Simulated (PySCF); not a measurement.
One of the candidates below gave these computed data.

All candidates are C5H10N2.

* 1H NMR: chemical shifts (computed TMS as zero) by class: 4.36 (1 H), 3.93 (1 H), 2.93 (1 H), 2.87 (1 H), 1.97 (3 H), 1.18 (3 H) ppm [GIAO PBE0/pcSseg-1]
* Rotational structure: rotational constants A, B, C: 3.446, 3.033, 1.761 GHz [GFN2-xTB]
* UV, first state: lowest singlet excitation: 5.60 eV (221 nm, f = 0.089) [TDDFT CAM-B3LYP/def2-SVPD]
* NMR, other nuclei: isotropic shieldings of nuclei other than C and H, by class: -107 (1 N), 127 (1 N) ppm [GIAO PBE0/pcSseg-1]
* Triplet: lowest triplet excitation (Tamm–Dancoff): 3.78 eV [TDA CAM-B3LYP/def2-SVPD]
* Dipole: 2.43 D [CAM-B3LYP/def2-SVPD]
* Polarisability: 73.3 au [CAM-B3LYP/def2-SVPD]
* 13C NMR: chemical shifts (computed TMS as zero) by class: 149.5 (1 C), 57.2 (1 C), 45.8 (1 C), 21.3 (1 C), 15.7 (1 C) ppm [GIAO PBE0/pcSseg-1]

Gas-phase values; electronic properties from PySCF, density fitting. Levels stand in brackets. Geometry: GFN2-xTB, one conformer, isolated molecule. NMR classes are plain means over equivalent atoms (diastereotopic ones count apart unless rotation or inversion swaps them), as if these changed places fast.

**Question.** Which candidate is it?
A. `[H]/N=C\C=N\C(C)C`
B. `CC1=NNC[C@H]1C`
C. `C=CCN/N=C\C`

**Answer.** B. It is `CC1=NNC[C@H]1C`. Numbering: `[CH3:1][C:2]1=[N:3][NH:4][CH2:5][C@H:6]1[CH3:7]`. Its formula, C5H10N2, gives 2 degrees of unsaturation: 1 ring and 1 π bond in the structure found. 5 carbons fall into 5 classes; from least to most shielded: C=N carbon [C2] (149.5 ppm), ring sp3 carbon bound to nitrogen [C5] (57.2 ppm), sp3 CH carbon [C6] (45.8 ppm), methyl carbon [C7] (21.3 ppm), methyl carbon [C1] (15.7 ppm). Hydrogen classes from least to most shielded: 1 H on a nitrogen bonded to C, N and H, N4 (4.36 ppm), 1 H on an sp3 carbon bound to nitrogen, C5 (3.93 ppm), 1 H on an sp3 carbon bound to nitrogen, C5 (2.93 ppm), 1 H on an sp3 CH carbon, C6 (2.87 ppm), 3 H on a methyl carbon, C1 (1.97 ppm, a mean of values up to 0.7 ppm apart in this geometry), 3 H on a methyl carbon, C7 (1.18 ppm, a mean of values up to 0.7 ppm apart in this geometry). The other shieldings belong to: -107 ppm, C=N nitrogen [N3]; 127 ppm, nitrogen bonded to C, N and H [N4]. The optimised geometry has point group C1 and is an asymmetric top.

The others, at the same levels:
- `C=CCN/N=C\C` fails: its computed 13C shifts are 144.9 (1 C), 128.8 (1 C), 123.6 (1 C), 59.8 (1 C), 12.4 (1 C) ppm, 1H shifts are 6.29 (1 H), 5.92 (1 H), 5.45 (1 H), 5.33 (1 H), 4.66 (1 H), 4.03 (2 H), 1.62 (3 H) ppm and rotational constant A is 5.637 GHz (against 3.446 GHz).
- `[H]/N=C\C=N\C(C)C` fails: its computed lowest singlet excitation is 4.12 eV (301 nm, f = 0.001) (against 5.60 eV), lowest triplet excitation (Tamm–Dancoff) is 3.43 eV (against 3.78 eV) and static isotropic polarisability is 78.3 au (against 73.3 au).

Each candidate is one conformer, not necessarily the lowest. Dipoles, sizes and rotational constants follow the conformer. The torsions of the flexible species, by atom-mapped SMILES:
- `[CH2:1]=[CH:2][CH2:3][NH:4]/[N:5]=[CH:6]\[CH3:7]`: C1–C2–C3–N4 -113°, C2–C3–N4–N5 88°, C3–N4–N5–C6 -158°
- `[H]/[N:7]=[CH:6]\[CH:5]=[N:4]\[CH:2]([CH3:1])[CH3:3]`: C1–C2–N4–C5 120°, N4–C5–C6–N7 -2°

The conformers of `CC1=NNC[C@H]1C` aren't listed.
